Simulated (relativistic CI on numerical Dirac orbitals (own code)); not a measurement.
Slater and spin-orbit integrals, Cu⁵⁺

Computed by Dirac-Coulomb-Breit CI, orbitals from a KLI potential per configuration, QED by a radiative potential, valence Slater integrals scaled by 0.85, P86 correlation energy added to each configuration (own radial code, finite nucleus).

Slater integrals F^k, G^k are unscaled and averaged over j, outside the closed core [Ne]; ζ comes from projecting the Hamiltonian with its Breit term on Σ l·s of the shell.

- 3s2 3p6 3d6: F^2(3d,3d) = 126660, F^4(3d,3d) = 79755, ζ(3d) = 1062 cm⁻¹; <r>(3d) = 0.7603, <r^2>(3d) = 0.7066 (bohr units).
- 3s2 3p6 3d5 4s: F^2(3d,3d) = 131770, F^4(3d,3d) = 83182, ζ(3d) = 1143.8, G^2(3d,4s) = 14335 cm⁻¹; <r>(3d) = 0.7354, <r^2>(3d) = 0.6585, <r>(4s) = 1.749, <r^2>(4s) = 3.438 (bohr units).
- 3s2 3p5 3d7: ζ(3p) = 14674, F^2(3d,3d) = 126640, F^4(3d,3d) = 79737, F^2(3p,3d) = 130280, G^1(3p,3d) = 159040, G^3(3p,3d) = 98275, ζ(3d) = 1039.3 cm⁻¹; <r>(3p) = 0.7138, <r^2>(3p) = 0.5949, <r>(3d) = 0.7604, <r^2>(3d) = 0.707 (bohr units).

Task: Give the Racah parameters of the d shell in 3s2 3p6 3d6.

Result: B = F²/49 − 5F⁴/441 = 1681 cm⁻¹ and C = 35F⁴/441 = 6330 cm⁻¹.

Averages of the first 10 configurations, taken without configuration mixing, which lowers the lowest level and can move excited configurations by several eV; other configurations of the list can lie among them:

| Configuration | Parity | States | Average energy above the lowest level (eV) |
| --- | --- | --- | --- |
| 3s2 3p6 3d6 | even | 210 | 5.8 |
| 3s2 3p6 3d5 4s | even | 504 | 41.9 |
| 3s2 3p5 3d7 | odd | 720 | 82.4 |
| 3s2 3p6 3d5 4p | odd | 1512 | 53.3 |
| 3s2 3p6 3d5 4d | even | 2520 | 69.9 |
| 3s2 3p4 3d8 | even | 675 | 160.9 |
| 3s2 3p6 3d5 5s | even | 504 | 76.6 |
| 3s2 3p6 3d5 5p | odd | 1512 | 81.0 |
| 3s 3p6 3d7 | even | 240 | 132.3 |
| 3s2 3p6 3d5 4f | odd | 3528 | 82.7 |
